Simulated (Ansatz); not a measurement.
`B[CH2][AlH][OH]` + `B1CN1` → `BB1CN1` + `[CH3][AlH][OH]`  (formal exchange of groups at a B–C bond)

Program: Ansatz. Geometries: PBE0-D4/def2-TZVP. ΔE: electronic, gas phase. CCSD(T)/CBS adds triple-zeta CCSD(T) − MP2 to the extrapolated MP2 energy (def2 sets, frozen cores). This one scheme is used for every species. Functionals use def2-TZVPP. HSE06 is defined as in plane-wave codes. One conformer a species, not always the lowest.

(1) Is it downhill or uphill in electronic energy at CCSD(T)/CBS, and by how much? (An estimate is asked.)

(2) What do these levels give: LDA (SPW92), PBE-D4, BLYP-D4, HSE06-D4, ωB97M-V, B2PLYP, r2SCANh, MP2/def2-SVP, CCSD/def2-SVP, SCS-MP2/def2-TZVPP, HF/def2-QZVPP, SCS-MP2/def2-QZVPP? (Estimate.)

Largest T1 diagnostic among the species: 0.015.

Results:

(1) Computed: Uphill: ΔE = +9.9 kcal/mol.

(2) Computed: LDA (SPW92) 9.4, PBE-D4 8.0, BLYP-D4 7.8, HSE06-D4 8.7, ωB97M-V 10.2, B2PLYP 9.1, r2SCANh 8.7, MP2/def2-SVP 11.9, CCSD/def2-SVP 10.4, SCS-MP2/def2-TZVPP 10.4, HF/def2-QZVPP 8.2, SCS-MP2/def2-QZVPP 10.4 kcal/mol.

From BLYP to BHLYP (50 % exact exchange), in def2-TZVPP and without D4, ΔE moves by +1.4 kcal/mol. At CCSD(T), def2-SVP lies +0.9 kcal/mol from the extrapolated value and def2-TZVPP −0.0 kcal/mol. In def2-TZVPP, CCSD(T) changes the Hartree–Fock value by +1.7 kcal/mol (the triples alone add +0.4 kcal/mol) and MP2 by +2.8 kcal/mol.
